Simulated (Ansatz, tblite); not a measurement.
Forces on the cluster PbS2 at its PBE-D4/def2-TZVP geometry. Charge 0, multiplicity 1.

In the def2 sets Pb takes a core potential; there is no spin–orbit coupling. The xTB rows come from tblite. The structure comes from a short search, and lower isomers may exist.

GFN1-xTB (tblite), largest force 0.27 eV/Å:

```xyz
3
positions Å, forces eV/Å
Pb   -0.104    0.652   -1.359   -0.002    0.006   -0.015
S    -0.438   -1.216    0.290    0.124    0.222    0.104
S     0.542    0.563    1.068   -0.122   -0.228   -0.089
```

GFN2-xTB (tblite), largest force 0.66 eV/Å:

```
Pb 0.024 -0.153 0.316
S 0.273 0.595 0.068
S -0.297 -0.442 -0.383
```

r2SCAN-D4/def2-TZVP (Ansatz), largest force 0.34 eV/Å:

```
Pb 0.023 -0.148 0.307
S 0.097 0.272 -0.068
S -0.120 -0.123 -0.239
```
